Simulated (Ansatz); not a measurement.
The lowest singlet and triplet of C4H6 (SMILES C=CC=C); geometries from B3LYP-D3(BJ)/def2-TZVP, each state relaxed from the structure named, with no frequency check.
Singlet (charge 0, multiplicity 1):
```xyz
10

C      1.3112     1.1224     0.6454
C      0.5094     0.0645     0.5130
C     -0.5094    -0.0645    -0.5130
C     -1.3112    -1.1224    -0.6454
H      1.2425     1.9693    -0.0276
H      2.0577     1.1757     1.4263
H      0.6044    -0.7680     1.2047
H     -0.6044     0.7680    -1.2047
H     -2.0577    -1.1757    -1.4263
H     -1.2425    -1.9693     0.0276
```
Triplet (charge 0, multiplicity 3):
```xyz
10

C      1.3575     1.1853     0.6519
C      0.4721     0.0518     0.4810
C     -0.4721    -0.0518    -0.4810
C     -1.3575    -1.1853    -0.6519
H      1.2983     2.0357    -0.0133
H      2.0911     1.2037     1.4432
H      0.5838    -0.7696     1.1833
H     -0.5838     0.7696    -1.1833
H     -2.0911    -1.2037    -1.4432
H     -1.2983    -2.0357     0.0133
```

A positive gap puts the triplet lower; no zero-point energy. R- takes a restricted singlet. U- takes an unrestricted singlet (broken symmetry where lower, unprojected). The triplet is unrestricted in single-reference levels. Active spaces average the two states.

Frozen-core correlation.

Programs: Ansatz (an electronic-structure program). Values without a source in brackets are computed.

| level | gap E(singlet) − E(triplet), adiabatic (kcal/mol) |
|---|---|
| U-r2SCAN/def2-TZVPP | -53.48 |
| R-PBE0/def2-TZVPP | -57.07 |
| U-PBE0/def2-TZVPP | -57.07 |
| U-MP2/cc-pVDZ (spin-contaminated) | -54.15 |
| U-SCS-MP2/cc-pVTZ (spin-contaminated) | -56.52 |
| U-CCSD/cc-pVDZ (spin-contaminated) | -57.84 |
| U-CCSD(T)/cc-pVTZ (spin-contaminated) | [?] |
| FIC-NEVPT4(SD) on SA-CASSCF(4,4)/cc-pVDZ | -60.04 |
| FIC-MRCISD+Q on SA-CASSCF(4,4)/cc-pVDZ | -60.17 |

Task: Some entries are withheld; supply them.

Result: 
- U-CCSD(T)/cc-pVTZ (spin-contaminated), gap E(singlet) − E(triplet), adiabatic (kcal/mol): -61.53
